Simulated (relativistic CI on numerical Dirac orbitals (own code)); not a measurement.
d4 in a ligand field

Computed with a parametric ligand-field model of a d^n configuration (Racah B and C, spin-orbit zeta, crystal field), exact diagonalisation.

Field parameters in Wybourne normalisation: Oh B⁴₀ = 21Dq, B⁴₄ = √(5/14) B⁴₀; Td as Oh with Dq negative (B⁴₀ = 21Dq, B⁴₄ = √(5/14) B⁴₀). The field is a parameter set, without covalency.

Task: Ground term and bands for B = 1020, C = 4050, ζ = 0 cm⁻¹, Oh, 10Dq = 25900 cm⁻¹?

Result: Ground term 3T1 with 0.04 electrons in the two orbitals of the cubic e set. Spin-allowed: 3E 22480 cm⁻¹ (445 nm), 3T1 23506 cm⁻¹ (425 nm), 3T2 24571 cm⁻¹ (407 nm), 3A1 26533 cm⁻¹ (377 nm). Lowest spin-forbidden: 5E 1153 cm⁻¹, 1T2 11615 cm⁻¹ (861 nm), 1E 13120 cm⁻¹ (762 nm).

Task: A d4 ion in Td symmetry has the ground term 1A1 and bands at 5T2 3413 cm⁻¹ (2930 nm), 3T1 4893 cm⁻¹ (2044 nm), 3T2 7852 cm⁻¹ (1274 nm), 1T1 9504 cm⁻¹ (1052 nm), 1T2 15447 cm⁻¹ (647 nm), 1E 20059 cm⁻¹ (499 nm), 1T2 20215 cm⁻¹ (495 nm). Which parameters reproduce them?

Result: B = 520, C = 2100, ζ = 0 cm⁻¹, Td, 10Dq = -10700 cm⁻¹.

Task: A d4 ion in Oh symmetry has the ground term 3T1 and bands at 1T2 6116 cm⁻¹ (1635 nm), 1E 6537 cm⁻¹ (1530 nm), 1A1 14609 cm⁻¹ (685 nm), 3E 33871 cm⁻¹ (295 nm), 3T1 34389 cm⁻¹ (291 nm), 3T2 34934 cm⁻¹ (286 nm), 3A1 35522 cm⁻¹ (282 nm). Which parameters reproduce them?

Result: B = 430, C = 2040, ζ = 0 cm⁻¹, Oh, 10Dq = 35950 cm⁻¹.

Task: Ground term and bands for B = 630, C = 2840, ζ = 0 cm⁻¹, Td, 10Dq = -8150 cm⁻¹?

Result: Ground term 5T2 with 2.00 electrons in the two orbitals of the cubic e set. Spin-allowed: 5E 8150 cm⁻¹ (1227 nm). Lowest spin-forbidden: 1A1 7192 cm⁻¹ (1390 nm), 3T1 7698 cm⁻¹ (1299 nm), 3T2 10537 cm⁻¹ (949 nm).

Task: Ground term and bands for B = 450, C = 1900, ζ = 0 cm⁻¹, Oh, 10Dq = 14800 cm⁻¹?

Result: Ground term 3T1 with 0.03 electrons in the two orbitals of the cubic e set. Spin-allowed: 3E 13112 cm⁻¹ (763 nm), 3T1 13595 cm⁻¹ (736 nm), 3T2 14096 cm⁻¹ (709 nm), 3A1 14882 cm⁻¹ (672 nm). Lowest spin-forbidden: 5E 3232 cm⁻¹ (3094 nm), 1T2 5486 cm⁻¹ (1823 nm), 1E 6128 cm⁻¹ (1632 nm).
